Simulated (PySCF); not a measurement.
Molecule: Al(Me)3(OH2), C3H11AlO, singlet. Atoms near the plane z = 1.2 Å, at the GFN2-xTB optimised geometry (x, y, z in Å): Al1 (-0.2, 0.0, 0.0), C6 (-1.2, 1.8, 0.0), H7 (-2.3, 1.7, 0.3), H9 (-0.8, 2.5, 0.6), C10 (1.8, 0.0, 0.0), H11 (2.3, -0.9, 0.3), H12 (2.3, 0.8, 0.7), O14 (-0.4, -0.4, 1.9), H15 (0.2, -1.0, 2.4), H16 (-1.2, -0.2, 2.4).

Level of theory: PBE0/def2-TZVP (PySCF 2.14.0). The values are rescaled to run from 0 to 1.

```
|                           |
|                           |
|                           |
|          :=-.             |
|         -%@@#.            |
|        .+@@@@=            |
|     ....+@@@@=            |
|    .=*=:=%@@#.            |
|    -%%#=-+#*:    =#*-     |
|    -%@%+---:    -%@@%:    |
|    .*%*=:::.   .*@@@@+    |
|     .::.       :*@@@@+    |
|           :=-  :+%@@*:    |
|          :*%#: :-==-.     |
|          =%@#: .::::.     |
|          =#%*.  :=*+:     |
|          .=+-   :*%%+.    |
|                 .*%%+     |
|                  :+=.     |
|                           |
|                           |
|                           |
|                           |
|                           |
|                           |
|                           |
|                           |
```
Scale: ten equal steps from 0.000 (start of ' ') to 1.00 (end of '@'), in the order ' .:-=+*#%@'; x runs from -5.00 to 5.00, y from -5.00 (bottom) to 5.00 (top).

Task: Which quantity is mapped?
A) electrostatic potential
B) an orbital amplitude
C) electron localisation function
D) Laplacian of the electron density

Result: C, electron localisation function
